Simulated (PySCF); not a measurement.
C4H4N, doublet (typed; the unrestricted solution is spin-contaminated), at a GFN2-xTB geometry; PySCF with DF-MP2/def2-SVP.

The PySCF input:
```python
from pyscf import gto, scf, mp

mol = gto.M(
    atom='''
H    -0.00306512    0.07735829    2.15139521
N    -0.00173582    0.06478905    1.14577413
C    -0.00544177    1.14296516    0.34032033
C     0.00416020   -1.05198339    0.35633521
C    -0.00219146    0.77883833   -0.96507126
C     0.00402130   -0.64308464   -0.94873942
H     0.00794089   -2.03683772    0.77993376
H    -0.00387345    1.41173950   -1.82730995
H     0.00785878   -1.26619621   -1.82150703
''',
    basis='def2-svp',
    spin=1,
    verbose=4,
)

mf = scf.UHF(mol)
mf = mf.density_fit(auxbasis='def2-universal-jkfit')
mf.kernel()

pt = mp.MP2(mf)
pt.kernel()
print('E(MP2) = %.10f' % pt.e_tot)
```

Problem. Predict the main parts of the log of this PySCF run.

Solution. 
```
PySCF version 2.14.0

[INPUT] verbose = 4
[INPUT] num. atoms = 9
[INPUT] num. electrons = 35
[INPUT] charge = 0
[INPUT] spin (= nelec alpha-beta = 2S) = 1
[INPUT] symmetry False subgroup None
[INPUT] Mole.unit = angstrom
[INPUT] Symbol           X                Y                Z      unit          X                Y                Z       unit  Magmom
[INPUT]  1 H     -0.003065120000   0.077358290000   2.151395210000 AA   -0.005792237339   0.146185981565   4.065547732601 Bohr   0.0
[INPUT]  2 N     -0.001735820000   0.064789050000   1.145774130000 AA   -0.003280224402   0.122433560371   2.165199306312 Bohr   0.0
[INPUT]  3 C     -0.005441770000   1.142965160000   0.340320330000 AA   -0.010283454933   2.159891122320   0.643112218322 Bohr   0.0
[INPUT]  4 C      0.004160200000  -1.051983390000   0.356335210000 AA    0.007861638623  -1.987960494692   0.673375955439 Bohr   0.0
[INPUT]  5 C     -0.002191460000   0.778838330000  -0.965071260000 AA   -0.004141259213   1.471791139014  -1.823720372089 Bohr   0.0
[INPUT]  6 C      0.004021300000  -0.643084640000  -0.948739420000 AA    0.007599155665  -1.215253844515  -1.792857667379 Bohr   0.0
[INPUT]  7 H      0.007940890000  -2.036837720000   0.779933760000 AA    0.015006107285  -3.849065450984   1.473861201702 Bohr   0.0
[INPUT]  8 H     -0.003873450000   1.411739500000  -1.827309950000 AA   -0.007319759657   2.667801014230  -3.453115350193 Bohr   0.0
[INPUT]  9 H      0.007858780000  -1.266196210000  -1.821507030000 AA    0.014850941873  -2.392764056862  -3.442149420670 Bohr   0.0

nuclear repulsion = 153.581289811242
number of shells = 42
number of NR pGTOs = 148
number of NR cGTOs = 90
basis = def2-svp
ecp = {}

******** <class 'pyscf.df.df_jk.DFUHF'> ********
method = DFUHF
initial guess = minao
damping factor = 0
level_shift factor = 0
DIIS = <class 'pyscf.scf.diis.CDIIS'>
diis_start_cycle = 1
diis_space = 8
diis_damp = 0
SCF conv_tol = 1e-09
SCF conv_tol_grad = None
SCF max_cycles = 50
direct_scf = False
number electrons alpha = 18  beta = 17
Set gradient conv threshold to 3.16228e-05
******** <class 'pyscf.df.df.DF'> ********
auxbasis = def2-universal-jkfit
init E= -209.534023117146

cycle= 1 E= -207.91176381691  delta_E= 1.62  |g|= 0.314  |ddm|= 2.38
cycle= 2 E= -207.982869701459  delta_E= -0.0711  |g|= 0.144  |ddm|= 0.675
cycle= 3 E= -207.994633874968  delta_E= -0.0118  |g|= 0.0679  |ddm|= 0.215
cycle= 4 E= -207.998640113416  delta_E= -0.00401  |g|= 0.0203  |ddm|= 0.129
cycle= 5 E= -207.999505244406  delta_E= -0.000865  |g|= 0.0139  |ddm|= 0.0449
cycle= 6 E= -208.000098723495  delta_E= -0.000593  |g|= 0.0106  |ddm|= 0.038
cycle= 7 E= -208.000671950666  delta_E= -0.000573  |g|= 0.00876  |ddm|= 0.0452
cycle= 8 E= -208.00131711521  delta_E= -0.000645  |g|= 0.00708  |ddm|= 0.0624
cycle= 9 E= -208.001852120301  delta_E= -0.000535  |g|= 0.00545  |ddm|= 0.0681
cycle= 10 E= -208.002162681255  delta_E= -0.000311  |g|= 0.0039  |ddm|= 0.0565
cycle= 11 E= -208.002324682529  delta_E= -0.000162  |g|= 0.00217  |ddm|= 0.0435
cycle= 12 E= -208.002378427711  delta_E= -5.37e-05  |g|= 0.00104  |ddm|= 0.0362
cycle= 13 E= -208.002381743357  delta_E= -3.32e-06  |g|= 0.000403  |ddm|= 0.00573
cycle= 14 E= -208.002382058017  delta_E= -3.15e-07  |g|= 0.000165  |ddm|= 0.00161
cycle= 15 E= -208.002382235319  delta_E= -1.77e-07  |g|= 6.55e-05  |ddm|= 0.00236
cycle= 16 E= -208.002382242265  delta_E= -6.95e-09  |g|= 2.93e-05  |ddm|= 0.00026
cycle= 17 E= -208.002382244039  delta_E= -1.77e-09  |g|= 9.64e-06  |ddm|= 9.92e-05
cycle= 18 E= -208.002382244403  delta_E= -3.64e-10  |g|= 3.65e-06  |ddm|= 8.53e-05
Extra cycle  E= -208.002382244419  delta_E= -1.56e-11  |g|= 2.14e-06  |ddm|= 6.1e-06
converged SCF energy = -208.002382244419  <S^2> = 0.94116396  2S+1 = 2.1828092

******** <class 'pyscf.mp.dfump2.DFUMP2'> ********
nocc = (np.int64(18), np.int64(17)), nmo = (90, 90)
E(DFUMP2) = -208.66215218516  E_corr = -0.659769940741253
E(SCS-DFUMP2) = -208.641042392122  E_corr = -0.638660147703277
E_corr(same-spin) = -0.176612055214876
E_corr(oppo-spin) = -0.483157885526377
E(MP2) = -208.6621521852
```
